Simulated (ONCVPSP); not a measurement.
Before and after: ONCV potential for Si (Z = 14)

```
Element                 : Si
Generator               : ONCVPSP 4.0.1
Type                    : optimised norm-conserving Vanderbilt (ONCV)
Functional              : Wu-Cohen
Relativity              : scalar-relativistic
Frozen core             : [Ne]
Valence charge          : 4
Reference configuration : 3s2 (charge +2)
Partial waves           : 3s: rc 1.75 bohr, ncon 5, nbas 9, qcut 4.4 1/bohr, 2 projectors, debl 1.7 Ha; p scattering state at 0.09 Ha: rc 1.55 bohr, ncon 4, nbas 7, qcut 5.5 1/bohr, 1 projector
Local potential         : polynomial inside 1.15 bohr (lpopt 4, dvloc0 3 Ha)
Core correction         : polynomial model core, fcfact 0.4
```

In the p channel the program set the typed energies aside and used 0.050 Ha.

All-electron outer shells of the reference configuration (Wu-Cohen, scalar-relativistic, ld1.x):

```json
{"shell": "2p", "level (eV)": "-116.94", "outermost node (bohr)": "–", "outermost maximum (bohr)": "0.39"}
{"shell": "3s", "level (eV)": "-28.54", "outermost node (bohr)": "0.72", "outermost maximum (bohr)": "1.69"}
```

Change: p: nproj 3. In the p channel the program set the typed energies aside and used 0.050, 3.250, 6.450 Ha.

Cutoffs: the cutoffs (Ha) at which the residual kinetic energy of the hardest occupied pseudo-wave falls to 1 and 0.1 mHa per electron; they do not see the model core or the augmentation charge, which bear on the density cutoff. Errors are all-electron minus pseudo energies relative to the spin-unpolarised reference configuration.

Problem. How do hardness, ghosts and transferability respond?

Solution. The potential gets neither clearly harder nor softer (8.4 Ha and 15 Ha → 8.4 Ha and 15 Ha); a bound ghost appears in p, which as a rule spoils a file; of the 4 tests that both files solve, the error grows in 0 and shrinks in 3 by more than 15 % and 0.3 meV (median size 186.4 → 31.1 meV); the range in which the p phases agree widens (upper end 2.6 → at the end of the scan).

| quantity | base | changed |
| --- | --- | --- |
| cutoff, loose | 8.4 Ha | 8.4 Ha |
| cutoff, tight | 15 Ha | 15 Ha |
| bound ghosts | none | p |
| GHOST(+) flags under 300 eV | none | none |
| error for 3s2 3p2, meV [ΔE -23.71 eV] | +238 | +41 |
| error for 3s2 3p1, meV [ΔE -15.99 eV] | +135 | +21 |
| error for 3s1, meV [ΔE 33.95 eV] | +1.7 | +1.7 |
| error for 3s0 3p4, meV [ΔE -9.95 eV] | +457 | +57 |
| s: phases at 1.78 bohr within 0.05 rad from the reference energy up to (Ha; the scan ends near 5) | 2.9 | 2.9 |
| p: phases at 1.58 bohr within 0.05 rad from the reference energy up to (Ha; the scan ends near 5) | 2.6 | to the end of the scan |
| rms error of d²Exc/dni dnj with the model core, mHa | 0.04 | 0.04 |

 A true bound ghost makes a file unfit for plane-wave use even where its test errors are small: the radial tests pick states by their node count and pass the ghost by.
